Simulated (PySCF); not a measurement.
WO2Cl2, SMILES [O]=[W](=[O])([Cl])[Cl], multiplicity 1.

Geometry optimised at B3LYP-D3(BJ)/def2-SVP. The multiplicity is an assumed one; no other spin state was optimised. The isomer is the one that the SMILES or the coordinates give; other isomers of the formula were not compared. The def2 effective core potentials stand for the cores of W; spin–orbit coupling is left out.

Calculation: ωB97X/def2-TZVP in PySCF.

Symmetry labels are those of the subgroup C2v that the program uses (full group C2v).

### Question
List the valence orbital energies around the gap with their symmetry. (An estimate is asked for; the answer gives what the named calculation found.)

### Answer

```csv
orbital,symmetry,energy (eV)
HOMO−7,A1,-14.99
HOMO−6,A1,-14.51
HOMO−5,B1,-13.45
HOMO−4,B2,-13.04
HOMO−3,A1,-13.01
HOMO−2,A2,-12.52
HOMO−1,B1,-12.51
HOMO,B2,-12.21
LUMO,A1,-1.44
LUMO+1,A2,-0.48
LUMO+2,B1,-0.09
LUMO+3,A1,1.11
```
